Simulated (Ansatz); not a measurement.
Steps of a relaxation of C2H7BN (`B[N]CC`) radical with UKS PBE-D4/def2-SVP.

```sh
$ ansatz run in.yaml --threads 4 --pin off --events-out ev --progress --plain --max-ram 10444MiB
```

```yaml
crystal:
  periodic: [false, false, false]
  atoms:
    - {symbol: B, position_ang: [-0.615700, 1.996600, 0.028700]}
    - {symbol: N, position_ang: [-0.430500, 0.668500, 0.655100]}
    - {symbol: C, position_ang: [0.132800, -0.251500, -0.323900]}
    - {symbol: C, position_ang: [0.463700, -1.593500, 0.349100]}
    - {symbol: H, position_ang: [-1.137100, 2.903100, 0.642800]}
    - {symbol: H, position_ang: [-0.381700, 2.267900, -1.114300]}
    - {symbol: H, position_ang: [-0.488200, -0.391300, -1.176400]}
    - {symbol: H, position_ang: [1.185600, 0.151300, -0.673000]}
    - {symbol: H, position_ang: [0.843500, -2.292500, -0.335400]}
    - {symbol: H, position_ang: [-0.575300, -2.020200, 0.729100]}
    - {symbol: H, position_ang: [1.068200, -1.495400, 1.238700]}
basis:
  gaussian: {orbitals: def2-SVP}
magnetization: {spin_polarized: true, initial_magnetization: 1}
hamiltonian: {xc: pbe, dispersion: d4}
relax: {f_tol: 0.03, max_steps: 200}
```

Positions (Å) and forces (eV/Å) along the path, 11 of 19 steps:

```xyz
11
step=1 energy=-4342.6022 eV
B    -0.616    1.997    0.029   -1.076   -0.327    1.103
N    -0.430    0.668    0.655    1.347    1.224   -1.865
C     0.133   -0.252   -0.324    1.878   -0.430    2.809
C     0.464   -1.593    0.349   -3.757    0.491    0.967
H    -1.137    2.903    0.643   -0.186   -0.066    0.305
H    -0.382    2.268   -1.114    0.730   -0.108   -0.550
H    -0.488   -0.391   -1.176   -0.829   -0.046   -1.694
H     1.186    0.151   -0.673   -1.478    0.066    0.208
H     0.844   -2.292   -0.335    0.994   -1.490   -1.319
H    -0.575   -2.020    0.729    1.691    0.472   -0.552
H     1.068   -1.495    1.239    0.685    0.215    0.589
11
step=2 energy=-4343.1991 eV
B    -0.746    2.016   -0.012    1.490   -1.164    1.798
N    -0.262    0.766    0.644   -0.431    1.895   -2.620
C     0.149   -0.274   -0.289    0.612   -0.024    0.722
C     0.425   -1.634    0.363   -1.289    0.306    0.457
H    -1.235    2.902    0.667   -0.601   -0.197   -0.146
H    -0.261    2.314   -1.115   -0.149   -0.200    0.257
H    -0.503   -0.367   -1.171   -0.270   -0.166   -0.309
H     1.136    0.143   -0.699   -0.559   -0.272    0.264
H     0.843   -2.346   -0.348    0.319   -0.337   -0.334
H    -0.554   -2.063    0.740    0.604    0.200   -0.230
H     1.075   -1.513    1.241    0.275   -0.041    0.140
11
step=4 energy=-4343.7313 eV
B    -0.621    2.117    0.053    0.199   -1.402    0.980
N    -0.189    0.834    0.498   -0.923    1.157   -1.099
C     0.110   -0.314   -0.331    0.201    0.440    0.201
C     0.409   -1.629    0.392   -0.015    0.077    0.072
H    -1.532    2.788    0.605    0.669   -0.416   -0.353
H     0.037    2.486   -0.925   -0.130    0.333    0.126
H    -0.648   -0.466   -1.138    0.053   -0.056    0.121
H     1.042    0.039   -0.855   -0.077   -0.269   -0.075
H     0.864   -2.354   -0.317   -0.024    0.064    0.083
H    -0.512   -2.098    0.799    0.026    0.108   -0.009
H     1.107   -1.461    1.237    0.020   -0.035   -0.047
11
step=5 energy=-4343.9166 eV
B    -0.613    2.103    0.061    0.121   -0.884    0.732
N    -0.239    0.803    0.394   -0.597    0.988   -0.793
C     0.110   -0.338   -0.389    0.006    0.179    0.324
C     0.408   -1.604    0.413    0.068   -0.163   -0.111
H    -1.539    2.710    0.624    0.363   -0.186   -0.208
H     0.101    2.624   -0.796   -0.059    0.201    0.038
H    -0.653   -0.532   -1.182    0.098   -0.108    0.067
H     1.035   -0.008   -0.933    0.021   -0.161   -0.081
H     0.840   -2.373   -0.262   -0.019    0.004    0.096
H    -0.514   -2.032    0.857    0.017    0.087    0.003
H     1.128   -1.410    1.235   -0.019    0.044   -0.066
11
step=6 energy=-4344.0493 eV
B    -0.606    2.107    0.078    0.242   -0.036    0.113
N    -0.310    0.795    0.276   -0.034    0.163   -0.562
C     0.105   -0.362   -0.430   -0.168   -0.050    0.074
C     0.411   -1.594    0.424    0.087   -0.076    0.032
H    -1.536    2.665    0.644    0.016    0.030    0.001
H     0.150    2.767   -0.673   -0.203   -0.149    0.254
H    -0.641   -0.621   -1.222    0.081   -0.039    0.059
H     1.028   -0.064   -0.992    0.046   -0.001   -0.025
H     0.825   -2.408   -0.212   -0.055    0.118    0.083
H    -0.510   -1.980    0.908    0.026    0.042    0.016
H     1.149   -1.361    1.220   -0.038    0.000   -0.044
11
step=9 energy=-4344.1939 eV
B    -0.562    2.073    0.166    0.114   -0.306   -0.186
N    -0.432    0.764   -0.128    0.111    0.204   -0.213
C     0.063   -0.451   -0.634   -0.006    0.120    0.226
C     0.402   -1.481    0.455    0.022   -0.078    0.022
H    -1.551    2.522    0.734   -0.029   -0.012    0.044
H     0.332    2.875   -0.162   -0.100   -0.161    0.064
H    -0.632   -0.904   -1.387   -0.018    0.145    0.096
H     0.995   -0.223   -1.221   -0.060    0.037    0.007
H     0.785   -2.418   -0.004   -0.016    0.082    0.053
H    -0.502   -1.731    1.049    0.045    0.004   -0.037
H     1.169   -1.083    1.152   -0.062   -0.036   -0.078
11
step=13 energy=-4344.2127 eV
B    -0.547    2.064    0.165   -0.006    0.005   -0.001
N    -0.332    0.799   -0.212   -0.002    0.012    0.000
C     0.075   -0.457   -0.654    0.023   -0.004    0.005
C     0.405   -1.458    0.461    0.017    0.009    0.013
H    -1.623    2.426    0.639    0.005   -0.007   -0.005
H     0.341    2.914    0.039    0.001   -0.002    0.005
H    -0.695   -0.887   -1.343   -0.007   -0.006   -0.007
H     0.974   -0.323   -1.315   -0.012   -0.001    0.004
H     0.746   -2.421    0.032   -0.007   -0.005   -0.005
H    -0.486   -1.651    1.090   -0.011   -0.004    0.002
H     1.207   -1.063    1.118   -0.001    0.003   -0.011
11
step=15 energy=-4344.2126 eV rejected
B    -0.541    2.060    0.175   -0.057    0.108   -0.060
N    -0.301    0.809   -0.227    0.016   -0.031    0.016
C     0.079   -0.459   -0.660    0.042   -0.006   -0.030
C     0.411   -1.451    0.462    0.023    0.001    0.020
H    -1.658    2.404    0.575    0.072   -0.020    0.008
H     0.343    2.923    0.119   -0.034   -0.045    0.037
H    -0.715   -0.884   -1.324    0.000    0.006   -0.013
H     0.964   -0.351   -1.345   -0.045   -0.009    0.032
H     0.718   -2.429    0.039   -0.007    0.006    0.001
H    -0.472   -1.613    1.111    0.011   -0.004    0.003
H     1.237   -1.067    1.095   -0.021   -0.007   -0.014
11
step=16 energy=-4344.2134 eV
B    -0.545    2.062    0.166   -0.003    0.014    0.004
N    -0.311    0.806   -0.226   -0.001    0.007   -0.002
C     0.077   -0.460   -0.660    0.021    0.012    0.009
C     0.411   -1.451    0.463   -0.012   -0.017   -0.010
H    -1.648    2.410    0.591    0.009   -0.003   -0.006
H     0.345    2.916    0.110   -0.009   -0.010    0.002
H    -0.710   -0.886   -1.332   -0.001   -0.004    0.001
H     0.965   -0.345   -1.338   -0.008   -0.003    0.001
H     0.725   -2.425    0.039    0.002   -0.002    0.004
H    -0.474   -1.621    1.109    0.004    0.002    0.003
H     1.231   -1.063    1.099   -0.001    0.004   -0.007
11
step=17 energy=-4344.2136 eV
B    -0.545    2.062    0.167   -0.013    0.035    0.004
N    -0.300    0.810   -0.229    0.006   -0.027   -0.008
C     0.079   -0.460   -0.661   -0.001    0.011    0.004
C     0.413   -1.449    0.463   -0.017   -0.018   -0.004
H    -1.662    2.405    0.559    0.021   -0.004   -0.006
H     0.346    2.916    0.146   -0.014   -0.009    0.005
H    -0.718   -0.884   -1.325    0.006    0.002    0.006
H     0.960   -0.355   -1.348   -0.003   -0.003   -0.001
H     0.712   -2.430    0.041    0.001    0.007    0.004
H    -0.465   -1.606    1.120    0.012    0.004   -0.004
H     1.245   -1.066    1.087    0.001    0.001    0.001
11
step=19 energy=-4344.2137 eV
B    -0.546    2.062    0.167   -0.008    0.022    0.004
N    -0.287    0.814   -0.232    0.011   -0.024   -0.006
C     0.080   -0.460   -0.661   -0.019    0.012    0.003
C     0.418   -1.448    0.462   -0.009   -0.011    0.005
H    -1.678    2.404    0.516    0.018   -0.005   -0.005
H     0.345    2.916    0.194   -0.012   -0.010    0.001
H    -0.728   -0.880   -1.314    0.007    0.005    0.007
H     0.953   -0.366   -1.360    0.004    0.000   -0.005
H     0.698   -2.435    0.042   -0.002    0.011    0.004
H    -0.453   -1.589    1.133    0.013    0.001   -0.010
H     1.263   -1.073    1.072   -0.001    0.000    0.001
```

Hardware: 4 threads of an Intel Xeon Platinum 8488C on a shared host. Wall time 19 s, peak host memory 0.21 GiB.
